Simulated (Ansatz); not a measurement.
Al7N7H20⁺, a nanocrystal cut from wurtzite AlN (hydrogen-capped). Total charge 1; doublet. Geometry PBE-D4/def2-SVP; atoms count from 1.

```xyz
34

Al   -3.341    0.389    0.455
N    -2.400   -0.277    2.089
N    -1.766    0.527   -0.766
Al   -0.576    1.887   -0.143
Al   -0.486   -0.558    2.000
N     0.332    1.092    1.384
N     0.809    1.988   -1.563
Al    2.230    0.891    1.183
Al   -1.073   -1.217   -1.132
N    -0.120   -1.721    0.488
N     0.349   -0.886   -2.479
Al    1.785    0.359   -2.026
Al    1.767   -1.993    0.265
N     2.438   -0.282   -0.342
H    -3.833    1.873    0.787
H    -4.255   -0.818   -0.064
H    -2.611    0.373    2.865
H    -2.858   -1.157    2.384
H    -2.220    0.875   -1.631
H    -1.140    3.340    0.148
H     0.095   -1.092    3.383
H     0.225    1.788    2.145
H     0.356    2.385   -2.405
H     1.490    2.728   -1.312
H     3.129    2.201    1.238
H     2.571   -0.606    2.274
H    -2.050   -2.348   -1.664
H    -0.489   -2.661    0.729
H    -0.120   -0.590   -3.352
H     0.766   -1.795   -2.752
H     2.870    0.549   -3.167
H     2.420   -1.549    1.973
H     2.247   -3.294   -0.513
H     3.459   -0.402   -0.480
```

Single mean-field runs in def2-TZVP are fitted with def2-universal-jkfit. In the charge 1 doublet, H26 and H32 lie 1.00 Å apart (atoms count from 1), so these atoms are partly bonded to each other.

(1) Estimate the Mulliken populations of the heavy atoms from the PBE0/def2-TZVP orbitals of Ansatz.

(2) Where does the spin sit?

(3) And the Mayer bond orders between heavy atoms (over 0.3)?

## Answers

(1) 
```csv
atom,charge (e),spin (α − β)
Al1,0.21,0.00
N2,-0.54,0.00
N3,-0.45,0.00
Al4,0.31,0.01
Al5,0.25,-0.01
N6,-0.45,0.01
N7,-0.54,0.00
Al8,0.26,0.29
Al9,0.31,0.01
N10,-0.45,0.01
N11,-0.54,0.00
Al12,0.36,0.00
Al13,0.26,0.29
N14,-0.46,0.00
```
Mulliken values depend strongly on the basis.

(2) Summed by element: Al 0.58, N 0.02, H 0.40, of 1 unpaired in all. Largest on single atoms: Al8 0.29, Al13 0.29, H26 0.16.

(3) Al1–N2 0.65 (2.00 Å); Al1–N3 0.68 (2.00 Å); N2–Al5 0.81 (1.94 Å); N3–Al4 0.85 (1.91 Å); N3–Al9 0.85 (1.91 Å); Al4–N6 0.77 (1.95 Å); Al4–N7 0.73 (1.99 Å); Al5–N6 0.78 (1.94 Å); Al5–N10 0.78 (1.94 Å); N6–Al8 0.83 (1.92 Å); N7–Al12 0.75 (1.95 Å); Al8–N14 0.78 (1.93 Å); Al9–N10 0.77 (1.95 Å); Al9–N11 0.72 (1.99 Å); N10–Al13 0.83 (1.92 Å); N11–Al12 0.75 (1.95 Å); Al12–N14 0.81 (1.92 Å); Al13–N14 0.78 (1.94 Å).
